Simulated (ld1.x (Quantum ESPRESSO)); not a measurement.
**lead (Pb): excitation energies, all-electron against TM**

| Property | Result |
| --- | --- |
| Element | Pb (Z = 82) |
| Generator | ld1.x (Quantum ESPRESSO) 7.5 |
| Type | norm-conserving Troullier–Martins (Kleinman–Bylander form) |
| Functional | Wu–Cohen |
| Relativity | scalar-relativistic |
| Frozen core | [Xe] 4f14 5d10 |
| Valence charge | 4 |
| Reference configuration | 6s2 6p2 |
| Partial waves | 6s (bound): rc 1.80 bohr; 6p (bound): rc 2.65 bohr; 6d channel at 0.15 Ry: rc 2.50 bohr |
| Local potential | all-electron potential smoothed inside 1.50 bohr (lloc = -1) |
| Core correction | none |

Energies are relative to the spin-unpolarised reference configuration 6s2 6p2; without spin polarisation the order of configurations can differ from experiment.

```
valence configuration  charge  ΔE all-electron (eV)  error AE − PS (meV)
              6s2 6p1      +1                 6.592                  -11
              6s1 6p0      +3                52.546                 -2.8
            6s2 6p2.3    -0.3                -0.800                  0.0
            6s2 6p1.5    +0.5                 2.499                 -2.9
              6s1 6p2      +1                16.192                 -3.3
```

What are ΔE and the potential's error for 6s2 6p0?

ΔE = 20.039 eV all-electron; the error (AE − PS) is -17 meV.

What are ΔE and the potential's error for 6s1 6p3?

ΔE = 8.778 eV all-electron; the error (AE − PS) is +13 meV.

Note: ghost states, extra bound levels that the all-electron valence spectrum of the same l lacks: s at -135.9 eV, p at -40.1 eV. A true bound ghost makes a file unfit for plane-wave use.
